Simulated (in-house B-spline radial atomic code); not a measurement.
Ionising the cobalt ion Co¹⁸⁺ with different functionals

Computed with an all-electron radial atomic-structure program (B-spline basis): scalar-relativistic (spin-free X2C) Hamiltonian, Fermi nucleus of rms radius 3.7875 fm, spin-polarised at highest spin, spherical fractional occupations for the functionals. The ionisation energy is the difference of two self-consistent energies, [He] 2s2 2p5 → [He] 2s2 2p4, without Breit or QED terms; ε is the level of the shell that loses the electron (its least bound occupied spin orbital).

Hybrids are left out here: with spherical fractional occupations of an open shell their exact exchange keeps a self-interaction that integer-occupation calculations don't have.

```tsv
method	rung	ΔSCF (eV)	-ε(2p) (eV)
LDA PW92	LDA	1500.31	1450.86
PBEsol	GGA	?	?
RPBE	GGA	1500.98	1451.67
OLYP	GGA	1502.13	1453.40
revTPSS	meta-GGA	?	?
```

(1) What does revTPSS give?

(2) What does PBEsol give?

(3) How do they compare with the NIST value?

## Answers

(1) ΔSCF 1500.74 eV, and -ε(2p) = 1451.70 eV.

(2) ΔSCF 1500.27 eV, and -ε(2p) = 1450.92 eV.

(3) NIST lists 1504 eV ± 1.2 (measured, ground level to ground level). Errors run from -4.23 to -2.37 eV. The correlated functionals all miss on the same side by more than they spread, so the cause is common to them (spin-orbit coupling, Breit-QED terms, multiplet and fine-structure energies, or a listed next ion that isn't the cheapest removal here) and closeness doesn't rank the functionals.
